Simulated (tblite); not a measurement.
Compound: C4H9NOSi2.
Structure used (GFN2-xTB), in Å, numbered top down from 1:
```
atom  x, y, z in Å
N1     0.140    1.118    2.389
C2     0.002    0.066    1.714
C3     0.036   -0.090    0.241
Si4    1.895   -0.124   -0.256
C5    -0.576   -1.363   -0.254
C6    -1.464   -1.219   -1.225
O7    -1.744    0.051   -1.654
Si8   -0.977    1.202   -0.761
H9     0.275    1.962    1.831
H10   -0.145   -0.845    2.290
H11    2.526   -1.267    0.403
H12    1.984   -0.269   -1.708
H13    2.513    1.126    0.186
H14   -0.299   -2.318    0.157
H15   -2.012   -1.990   -1.739
H16   -1.948    1.928    0.051
H17   -0.214    2.043   -1.675
```

Computed values, GFN2-xTB/tblite, gas phase, harmonic and unscaled. Against measured fundamentals such values can be off by several per cent, at times by over 20. Modes of hydrogen on silicon can be 10 to 20 % off. One conformer, not necessarily the lowest.

Harmonic wavenumbers (cm⁻¹): 78.0, 103.7, 129.0, 147.1, 180.1, 197.4, 246.2, 381.8, 445.7, 483.1, 505.2, 531.2, 554.7, 560.9, 584.2, 666.5, 694.0, 735.5, 764.4, 779.3, 781.2, 782.7, 795.9, 814.9, 826.0, 895.6, 1038.9, 1057.4, 1070.2, 1134.5, 1162.6, 1202.8, 1272.0, 1351.2, 1670.3, 1700.5, 2273.1, 2281.3, 2284.6, 2295.3, 2326.8, 2981.7, 3096.1, 3118.1, 3300.8.

A = 1962, B = 1263, C = 1086 MHz; mass 143.022 u (most abundant isotopes); point group C1, symmetry number 1.

Problem. Zero-point energy?

Solution. ½Σν̃ = 25141 cm⁻¹ = 300.76 kJ/mol.

Problem. What is S at 400 K and 1 bar for an ideal gas of classical rigid rotors and harmonic oscillators?

Solution. Translation 176.86, rotation 125.71, vibration 161.53: S = 464.1 J/(mol K).

Problem. And Cp and H(400 K) − H(0)?

Solution. Cp = 211.13 J/(mol K), of which vibrations give 177.87 (their classical limit is 45 R = 374.2); H(400 K) − H(0) = 48.90 kJ/mol without the zero-point energy, 35.60 from vibrations.

Problem. Blend soft modes into free rotors: weight 1/[1 + (100 cm⁻¹/ν̃)⁴] for the oscillator and the rest for a rotor with moment μB/(μ + B), μ = h/(8π²ν), B = 10⁻⁴⁴ kg m². What vibrational entropy results?

Solution. 155.21 J/(mol K) in place of 161.53, which changes −T·S at 400 K by +2.53 kJ/mol.

Problem. Which modes carry the vibrational entropy at 400 K?

Solution. 78.0 cm⁻¹: 18.91; 103.7 cm⁻¹: 16.56; 129.0 cm⁻¹: 14.77; 147.1 cm⁻¹: 13.70; 180.1 cm⁻¹: 12.07; 197.4 cm⁻¹: 11.33 J/(mol K); the other 39 give 74.18 together.

Problem. What must be added to the electronic energy to get the Gibbs energy at 400 K and 1 bar?

Solution. ZPE + [H(400 K) − H(0)] − T·S = 300.76 + 48.90 − 185.64 = 164.02 kJ/mol.

Problem. How do the functions run with temperature in this model?

Solution. 
```json
{"T (K)": "150", "S (J/(mol K))": "318.5", "Cp (J/(mol K))": "97.8", "H − H(0) (kJ/mol)": "9.44", "G − H(0) (kJ/mol)": "-38.33", "ln q(vib)": "2.27"}
{"T (K)": "250", "S (J/(mol K))": "380.1", "Cp (J/(mol K))": "147.8", "H − H(0) (kJ/mol)": "21.71", "G − H(0) (kJ/mol)": "-73.31", "ln q(vib)": "4.76"}
{"T (K)": "298.15", "S (J/(mol K))": "408.1", "Cp (J/(mol K))": "170.5", "H − H(0) (kJ/mol)": "29.38", "G − H(0) (kJ/mol)": "-92.29", "ln q(vib)": "6.01"}
{"T (K)": "600", "S (J/(mol K))": "561.0", "Cp (J/(mol K))": "266.1", "H − H(0) (kJ/mol)": "97.06", "G − H(0) (kJ/mol)": "-239.53", "ln q(vib)": "14.00"}
{"T (K)": "900", "S (J/(mol K))": "679.1", "Cp (J/(mol K))": "315.1", "H − H(0) (kJ/mol)": "184.91", "G − H(0) (kJ/mol)": "-426.23", "ln q(vib)": "21.33"}
```

q(vib) and H(0) count from the zero-point level.

Hindered rotation and anharmonicity are outside this model. Other conformers, if any are populated, would add a mixing term that is left out. The structure is chiral; the term R ln 2 for an equal mix with its mirror image is left out.
